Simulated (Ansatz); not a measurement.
Steps of a relaxation of BH$_{3}$O$_{2}$S, SMILES `OB(O)S` with RKS PBE0-D4/def2-TZVP.

```sh
$ ansatz run in.yaml --threads 2 --pin off --events-out ev --progress --plain --max-ram 20480MiB --backend cpu
```

```yaml
crystal:
  periodic: [false, false, false]
  atoms:
    - {symbol: O, position_ang: [-1.182330, 1.103280, 0.264620]}
    - {symbol: B, position_ang: [-0.201690, 0.222620, 0.020020]}
    - {symbol: O, position_ang: [-0.107040, -0.911800, 0.749390]}
    - {symbol: S, position_ang: [0.951970, 0.662790, -1.327460]}
    - {symbol: H, position_ang: [-1.786080, 0.871970, 0.970940]}
    - {symbol: H, position_ang: [0.594540, -1.535000, 0.570450]}
    - {symbol: H, position_ang: [1.730640, -0.413860, -1.247950]}
basis:
  gaussian: {orbitals: def2-TZVP}
hamiltonian: {xc: pbe0, dispersion: d4}
relax: {f_tol: 0.005, max_steps: 150}
```

Positions (Å) and forces (eV/Å) along the path, 7 of 7 steps:

```xyz
7
step=1 energy=-15651.7105 eV
O    -1.182    1.103    0.265   -0.383    0.615   -0.099
B    -0.202    0.223    0.020    0.568   -0.295   -0.296
O    -0.107   -0.912    0.749   -0.292   -0.421    0.565
S     0.952    0.663   -1.327   -0.123    0.386   -0.167
H    -1.786    0.872    0.971    0.019   -0.177    0.109
H     0.595   -1.535    0.570    0.081    0.129   -0.166
H     1.731   -0.414   -1.248    0.130   -0.237    0.053
7
step=2 energy=-15651.7258 eV
O    -1.181    1.107    0.261   -0.211    0.351   -0.063
B    -0.196    0.219    0.018    0.299   -0.150   -0.160
O    -0.112   -0.916    0.758   -0.221   -0.174    0.323
S     0.952    0.672   -1.333   -0.068    0.110   -0.018
H    -1.781    0.866    0.970    0.050   -0.135    0.052
H     0.592   -1.534    0.572    0.080    0.086   -0.133
H     1.727   -0.414   -1.245    0.072   -0.087   -0.002
7
step=3 energy=-15651.7357 eV
O    -1.185    1.115    0.258    0.033   -0.003   -0.028
B    -0.195    0.217    0.019   -0.028    0.021    0.014
O    -0.129   -0.917    0.774   -0.033    0.019    0.013
S     0.954    0.672   -1.334   -0.001   -0.080    0.056
H    -1.771    0.849    0.973    0.061   -0.042   -0.024
H     0.585   -1.521    0.570    0.018    0.033   -0.040
H     1.741   -0.415   -1.259   -0.051    0.052    0.009
7
step=4 energy=-15651.7370 eV
O    -1.184    1.118    0.256   -0.003   -0.012    0.015
B    -0.195    0.219    0.018   -0.031    0.053   -0.022
O    -0.130   -0.915    0.773    0.018   -0.001   -0.012
S     0.954    0.671   -1.333    0.012   -0.078    0.047
H    -1.762    0.839    0.972    0.010   -0.003   -0.006
H     0.589   -1.510    0.557   -0.006    0.006    0.002
H     1.729   -0.422   -1.243    0.000    0.035   -0.024
7
step=5 energy=-15651.7373 eV
O    -1.186    1.119    0.257    0.004   -0.010   -0.003
B    -0.198    0.221    0.017    0.008    0.008    0.005
O    -0.131   -0.914    0.773    0.001    0.002   -0.008
S     0.955    0.666   -1.331   -0.003    0.000   -0.002
H    -1.761    0.837    0.974   -0.003    0.001    0.001
H     0.588   -1.506    0.555   -0.004   -0.002    0.004
H     1.734   -0.422   -1.246   -0.005    0.001    0.003
7
step=6 energy=-15651.7373 eV
O    -1.186    1.118    0.257    0.004    0.003    0.003
B    -0.197    0.222    0.019   -0.006   -0.008   -0.013
O    -0.131   -0.914    0.773    0.003    0.003    0.003
S     0.955    0.667   -1.331    0.000    0.004    0.002
H    -1.762    0.837    0.973    0.000   -0.001    0.001
H     0.588   -1.507    0.556    0.000   -0.001    0.001
H     1.733   -0.423   -1.246    0.000   -0.001    0.002
7
step=7 energy=-15651.7373 eV
O    -1.186    1.118    0.257   -0.001    0.002    0.000
B    -0.197    0.221    0.018    0.002    0.001   -0.002
O    -0.131   -0.914    0.773    0.000   -0.001    0.000
S     0.955    0.667   -1.331   -0.001   -0.001    0.002
H    -1.762    0.837    0.974    0.000   -0.001    0.000
H     0.588   -1.507    0.556    0.000    0.000    0.000
H     1.733   -0.423   -1.245    0.000    0.000    0.000
```

Hardware: 2 threads of an AMD EPYC 7R13 on a shared host. Wall time 26 s, peak host memory 0.31 GiB.
